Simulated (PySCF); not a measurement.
[MnBr4]-: Mn(III) (d4), charge -1. The structure is a model geometry with rigid ligands and bond lengths from ionic radii, not a minimum; coordination tetrahedral, point group Td, metal–donor distances 2.38 Å.

```
5

Mn    0.000    0.000    0.000
Br    1.377    1.377    1.377
Br   -1.377   -1.377    1.377
Br   -1.377    1.377   -1.377
Br    1.377   -1.377   -1.377
```

Method (PySCF 2.14, density fitting): CASSCF(4,5) with orbitals averaged over all microstates of the shell, strongly contracted NEVPT2 on the averaged canonical orbitals; basis x2c-TZVPall on the metal, x2c-SVPall elsewhere; spin-free X2C; IEF-PCM water; spin-orbit coupling by state interaction with the mean-field operator over all roots.

Q: What is the ground state?

A: 5T2 (S = 2, orbital degeneracy 3), with 2.0 electrons in the lower (e-type) set and 2.0 in the upper (t2-type) set, by NEVPT2.

Q: Where do the spin-allowed transitions within the shell lie?

A: By NEVPT2: 5E at 8323 cm⁻¹ (1202 nm). The strongest, at 8323 cm⁻¹, has f = 5.1e-04.

Q: Which is the lowest state of another spin?

A: 3T1 at 13790 cm⁻¹ by NEVPT2; CASSCF alone puts it at 17199 cm⁻¹ above the same ground state.

Q: Give the fitted ligand-field and repulsion parameters.

A: At CASSCF level (the NEVPT2 levels don't fit a ligand-field model well): orbital energies 0, 0, 4573, 4573, 4573 cm⁻¹; 10Dq = 4573 cm⁻¹; B = 1007 cm⁻¹; C = 3827 cm⁻¹; B over its free-ion value at the same level 0.821; rms of the fit 336 cm⁻¹; ζ = 250 cm⁻¹ (free ion 363).

Q: What magnetic behaviour follows?

A: Degenerate or low-lying orbital states mix with the ground state, so no spin-only Hamiltonian applies. The lowest spin-orbit level is 1-fold; the next lies at 12.4 cm⁻¹. μeff is 4.83 μB at 300 K and 3.54 μB at 10 K; the spin-only value is 4.90 μB.

The geometry is a model, and the complex may not exist in this form. Charge-transfer states lie outside this active space and may come lower than some of these levels. The ground state is orbitally degenerate in this regular structure, which would distort (Jahn–Teller), so its moment is that of the undistorted model. NEVPT2 lifts 5E from 5802 to 8323 cm⁻¹; on the d shell alone such lifts tend to overshoot. NEVPT2 on the d shell alone tends to put d–d bands too high for such charged or covalently bound ions. Gaps between spin states lean to high spin in this active space.

The job took 48 s on one thread of Arm Neoverse N1 (shared host), with 176 basis functions and a peak of 0.52 GiB, launched as `OMP_NUM_THREADS=1 python lf_run.py task.json out`.
